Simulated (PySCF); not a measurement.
[TcS3]-, singlet: computed properties

Computed with PBE0/[Tc def2-SVPD with ECP28, S def2-SVPD], scalar-relativistic core potentials, density fitting, no spin–orbit coupling, PySCF.

The structure is a minimum.

Z-matrix (Å, degrees; charge -1 multiplicity 1):
```
Tc
S  1 2.1034
S  1 2.1034 2 120.00
S  1 2.1034 2 120.00 3 180.00
```

| Item | Value |
| --- | --- |
| Point group | D3h |
| Bond lengths | Tc–S 2.103 Å (×3) |
| Bond angles | S–Tc–S 120.0° (×3) |
| Heat capacity Cp at 298.15 K | 72.0 J/(mol K) |
| Entropy at 298.15 K and 1 bar | 322.3 J/(mol K) |
| Highest occupied level | -2.03 eV |
| Dipole moment about the centre of mass | 0.00 D |
| Zero-point energy | 12.0 kJ/mol |
| Enthalpy at 298.15 K above 0 K | 16.79 kJ/mol |
| Principal polarisabilities | 82.4, 148.0, 148.0 bohr³ |
| Rotational symmetry number | 6 |
| Rotational constants | 0.07945, 0.07945, 0.03972 cm⁻¹ |
| Principal quadrupole moments (Buckingham, traceless) about the centre of mass | -4.84, -4.84, 9.68 D Å |
| Lowest empty level | 1.12 eV |

Harmonic modes (masses in u: Tc 98.907, S 31.972):
| symmetry | ω (cm⁻¹) | IR (km/mol, summed over degenerate members) |
| --- | --- | --- |
| a2'' | 87 | 0.1 |
| e' | 159 | 8.5 |
| a1' | 496 | 0.0 |
| e' | 554 | 261 |

In D3h the vibrations span a2'' + 2e' + a1'. The a1' mode carries no infrared intensity, as symmetry demands.

Charges (e); Mulliken and Löwdin values are unreliable with diffuse functions:
| atom | Mulliken | Löwdin | polar tensor | Mayer order to Tc1 |
| --- | --- | --- | --- | --- |
| Tc1 | 0.62 | -0.68 | 0.83 | – |
| S2,3,4 | -0.54 | -0.11 | -0.61 | 1.59 |

Mulliken populations on Tc1 (electrons outside its core potential): s 2.60, p 6.16, d 5.60, f 0.02.

Outer orbital energies (eV). occupied: -5.62, -4.60, -4.60, -3.60, -3.60, -3.45, -2.60, -2.03; empty: 1.12, 1.12, 2.29, 2.29.

Formally Tc is in oxidation state +5, d2, with 0 unpaired electrons (the high-spin count would be 2). The polar-tensor charge on Tc, 0.83, is far below the formal one.

This need not be the most stable arrangement of these atoms. The lowest empty level of this anion is unbound, so it and the gap depend on the basis.

The final relaxation and frequency run took of the order of 70 core-seconds on a shared host.
